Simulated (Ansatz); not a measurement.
Mulliken charges of CH₂BF₃O₂Te (`OB(O)[Te]C(F)(F)F`) from PBE/def2-TZVPP in Ansatz (PBE0-D4/def2-TZVP geometry).

| atom | x (Å) | y (Å) | z (Å) | charge (e) |
| --- | --- | --- | --- | --- |
| O1 | -1.665 | -0.537 | -1.909 | -0.234 |
| B2 | -0.879 | -0.136 | -0.877 | 0.120 |
| O3 | -1.065 | 0.937 | -0.075 | -0.212 |
| Te4 | 0.856 | -1.413 | -0.532 | 0.036 |
| C5 | 1.614 | -0.262 | 1.151 | 0.305 |
| F6 | 0.762 | -0.213 | 2.173 | -0.117 |
| F7 | 1.922 | 0.993 | 0.826 | -0.117 |
| F8 | 2.734 | -0.851 | 1.589 | -0.125 |
| H9 | -2.438 | 0.005 | -2.088 | 0.176 |
| H10 | -1.840 | 1.477 | -0.257 | 0.169 |

Task: By hand: the dipole of these point charges (1 e Å = 4.8032 D).

Result: Σ q r = (-0.363, 0.046, -0.271) e Å, of length 0.455 e Å = 2.19 D.

Task: How does the dipole of the full density compare? (Best estimate.)

Result: The calculation gave: (-0.744, 0.310, -0.361) e Å, 4.24 D; the point charges give 0.52 times that, at 18° from its direction.

Point charges leave out the atoms' own dipoles, such as those of lone pairs, and Mulliken's split depends on the basis, so the two needn't agree.
